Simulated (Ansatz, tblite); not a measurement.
Isomers of PbO$_{2}$H$_{2}$ (singlet), found by a short tight-binding search and relaxed with PBE0-D4/def2-TZVP in Ansatz.

In the def2 sets Pb takes a core potential; there is no spin–orbit coupling. The xTB rows come from tblite. Correlated methods freeze 6 core orbitals; core or outer-core shells of Pb are correlated, in sets that lack core-valence functions.

A: At CCSD(T)/def2-TZVPP T1 of the charge 0 singlet is large (up to 0.029), so the single-reference result is doubtful. C: It holds 1 O–O bond.

Other spin states weren't relaxed.

A:

```
atom    x (Å)    y (Å)    z (Å)
 Pb1  -1.4827   1.0667   0.2625
  O2   0.2467  -0.8779   0.4209
  O3   0.2235   1.5591  -0.5009
  H4   0.6541  -0.0952  -0.0461
  H5   0.3583  -1.6527  -0.1363
```

B:

Cartesian coordinates in Å:
```
Pb -0.691 -0.256 -1.086
O 0.524 1.407 -0.892
O -0.183 -0.870 0.849
H -0.589 -1.686 1.150
H 0.939 1.406 -0.022
```

C:

```xyz
5

Pb   -0.062    1.424    0.037
O    -0.154   -0.943    0.434
O     1.047   -0.450   -0.233
H     0.193   -1.228    1.289
H    -1.024    1.197   -1.527
```

**Question.** Estimate their order by electronic energy at PBE0-D4/def2-TZVP, counted from the lowest.

**Answer.** B (0.00) < A (1.30) < C (4.10), in eV.

**Question.** Do the other levels pick the same lowest one?

**Answer.** All that were run do. Energies above each level's lowest (eV):

```
               level     A     B     C
            GFN1-xTB  1.53  0.00  3.34
            GFN2-xTB  1.41  0.00  2.33
       HF/def2-TZVPP  1.75  0.00  4.31
    PBE-D4/def2-TZVP  1.12  0.00  3.99
 r2SCAN-D4/def2-TZVP  1.27  0.00  4.12
r2SCANh-D4/def2-TZVP  1.32  0.00  4.15
   PBE0-D4/def2-TZVP  1.30  0.00  4.10
  BHLYP-D4/def2-TZVP  1.47  0.00  4.23
      MP2/def2-TZVPP  1.01  0.00  4.55
     CCSD/def2-TZVPP  1.32  0.00  4.24
  CCSD(T)/def2-TZVPP  1.14  0.00  4.20
```
Point groups (tolerance 0.1 Å): A not assigned, B Cs, C not assigned. Lower isomers may exist.
